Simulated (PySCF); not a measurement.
Zr(OEt)(H)3 (C2H8OZr), SMILES CC[O][ZrH3], multiplicity 1.

Geometry: PBE0-D3(BJ)/def2-SVP. The spin state was assumed, not searched. The structure was generated by enumeration; whether it is a known compound was not checked. The def2 effective core potentials stand for the cores of Zr; spin–orbit coupling is left out. The values are those of a single conformer.

These are PBE/def2-TZVP in PySCF values and carry that method's errors.

Gas-phase values at a fixed geometry.

Computed frontier levels, gap, dipole moment and polarisability:
```
Quantity                                                                                                        Value
---------------------------------------------------------------------------------------------  ----------------------
highest occupied level                                                                                       -6.51 eV
lowest empty level                                                                                           -2.51 eV
orbital gap                                                                                                   4.00 eV
dipole moment                                                                                                  2.54 D
quadrupole, principal values (traceless, Buckingham form, about the centre of nuclear charge)  -4.67, -4.25, 8.92 D·Å
mean static polarisability                                                                      82.8 bohr³ (12.27 Å³)
polarisability, principal values                                                               73.9, 76.2, 98.4 bohr³
```
